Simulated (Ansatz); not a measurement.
`[AlH2]/[N]=C\S` + `C[SeH]` → `C[Se][AlH2]` + `N=CS`  (ligand exchange at the Al–N bond)

Program: Ansatz. Geometries: PBE0-D4/def2-TZVP. ΔE: electronic, gas phase. CBS: MP2 limit from def2 TZ/QZ plus the TZ coupled-cluster correction, frozen cores. This one scheme is used for every species. DFT in def2-TZVPP. For Se outer-core shells are correlated without core-valence functions, which leaves a few kJ/mol of doubt a bond. Scalar relativity is left out up to krypton. Each species was taken in one conformer, which may not be the lowest.

| species | PBE0 energy (Eh) |
| --- | --- |
| `[AlH2]/[N]=C\S` | -735.57021 |
| `C[SeH]` | -2441.73988 |
| `C[Se][AlH2]` | -2684.69043 |
| `N=CS` | -492.63266 |

**Question.** Work out ΔE.

**Answer.** ΔE = (-2684.69043) + (-492.63266) − (-735.57021) − (-2441.73988) = -0.01300 Eh = -34.1 kJ/mol. CCSD(T)/CBS gives -33.9 kJ/mol.

Largest T1 diagnostic among the species: 0.015.

From PBE to PBE0 (25 % exact exchange), in def2-TZVPP and without D4, ΔE moves by −3.6 kJ/mol.
